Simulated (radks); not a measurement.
All-electron atom: Co3+ in [Ar] 3d6 (the NIST ground configuration). Calculated with a radial shooting solver on a logarithmic mesh with Libxc functionals: Dirac Kohn-Sham, PBE, spin-unpolarised, spherical densities, point nucleus; open shells fill j = l - 1/2 first.

Spin-orbit splittings of the eigenvalues, e(l+1/2) - e(l-1/2), with zeta = 2 splitting/(2l+1) and mean radii in bohr:

| shell | occ. | splitting (eV) | zeta (eV) | <r> j=l-1/2 | <r> j=l+1/2 |
|---|---|---|---|---|---|
| 2p | 6 | 14.82 | 9.881 | 0.2228 | 0.2259 |
| 3p | 6 | 1.893 | 1.262 | 0.7992 | 0.8083 |
| 3d | 6 | 0.2207 | 0.08829 | 0.9384 | 0.9422 |
